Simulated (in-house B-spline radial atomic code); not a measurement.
# Binding energies in the ytterbium ion Yb¹¹⁺

NIST's tabulated ground configuration is [Kr] 4d10 4f11 5s2; each binding energy is the energy of the ion with one electron taken from that subshell, relaxed, less that of the parent. Computed with a radial B-spline atomic code at the basis-set limit: Dirac-Hartree-Fock, average of configuration, Fermi nucleus of rms radius 5.3108 fm. Energies include first-order Breit, QED and recoil terms.

```csv
subshell,X-ray name,binding energy (eV),-ε (eV),relaxation (eV)
1s,K,61552.4,61920.1,77.6
2s,L1,10716.9,10795.3,43.4
2p1/2,L2,10200.9,10282.8,47.7
2p3/2,L3,9165.6,9233.3,45.1
3s,M1,2624.9,2653.4,21.6
3p1/2,M2,2398.7,2427.6,22.5
3p3/2,M3,2175.9,2201.1,21.2
3d3/2,M4,1796.9,1823.0,23.6
3d5/2,M5,1749.4,1774.1,23.1
4s,N1,709,716.9,6.3
4p1/2,N2,616,623.5,6.2
4p3/2,N3,565,571.2,5.4
4d3/2,N4,412.4,417.9,5.1
4d5/2,N5,403,408.1,4.9
5s,O1,237.8,238.6,0.5
4f,"N6,7",214.9,218.8,4.0
```

Relaxation = -ε minus the binding energy without Breit, QED and recoil terms.

Emission lines follow as differences of binding energies, with λ = 12398.42 eV·Å / E:

```
 line          holes  energy (eV)  wavelength (Å)
 K-L3     1s → 2p3/2      52386.8         0.23667
 K-L2     1s → 2p1/2      51351.5         0.24144
 K-M3     1s → 3p3/2      59376.5         0.20881
L3-M5  2p3/2 → 3d5/2       7416.2          1.6718
L2-M4  2p1/2 → 3d3/2       8404.0          1.4753
L1-M3     2s → 3p3/2       8541.0          1.4516
L3-M1     2p3/2 → 3s       6540.7          1.8956
L2-N4  2p1/2 → 4d3/2       9788.5          1.2666
```

Problem. What screening constant σ does Moseley's law, E = (3/4)·13.6057 eV·(Z - σ)², need for K-L3?

Solution. σ = -1.65.

Moseley's non-relativistic formula needs a falling, then negative, screening constant for heavy elements, because relativity binds the 1s electron more strongly than the formula allows.

Problem. What does it cost to remove both a 4f and a 5s electron?

Solution. 476.94 eV, which is 24.24 eV more than the two single binding energies together.

Problem. What does it cost to remove both a 2p3/2 and a 4f electron?

Solution. 9416 eV, which is 35.47 eV more than the two single binding energies together.

Problem. What does it cost to remove two 1s electrons?

Solution. 124390 eV, which is 1290 eV more than the two single binding energies together.
